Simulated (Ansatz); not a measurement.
Name a neutral molecule of I, Si and H with HOMO–LUMO gap (ωB97M-V/def2-TZVPP) between 9.20 and 9.50 eV and size of the dipole moment (B3LYP/def2-TZVPP) between 0.30 and 0.60 D (Ansatz, PBE0-D4/def2-TZVP geometry).

`I[SiH](I)I` (9.47 eV, 0.34 D). Other molecules can fit too; these were computed, each in one conformer that needn't be the lowest.

B3LYP here is the variant with VWN-RPA as its local correlation; programs differ in this.
